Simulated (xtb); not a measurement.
CH5O, SMILES C[OH2+], charge +1. All values are semi-empirical tight-binding results from xtb (GFN2-xTB unless named), good for trends rather than for accurate numbers. Geometry: GFN2-xTB. The isomer is the one that the SMILES or the coordinates give; other isomers of the formula were not compared.

Estimate the properties. (The exact figures need the calculation; the answer reports its results.)


```yaml
point_group_as_xtb_finds_it: Cs
orbital_gap: 10.35 eV
zero_point_energy: 38.0 kcal/mol
G − E(el) at 298.15 K (modified RRHO): 23.5 kcal/mol
static polarisability (D4 model): 20.2 bohr³
solvation energy, GFN2-xTB/ALPB(water): -81.8 kcal/mol
solvation energy, GFN2-xTB/ALPB(toluene): -52.4 kcal/mol
```

Computed IR lines (harmonic; lines under 4 % of the strongest left out, lines within 3 cm⁻¹ merged):
ν (cm⁻¹): 297 (m), 896 (vs), 937 (w), 1116 (w), 1359 (m), 1404 (w), 1410 (w), 1422 (w), 3252 (s), 3258 (m) (against the strongest line: vs over 80 %, s over 45 %, m over 15 %, w over 4 %, vw less)
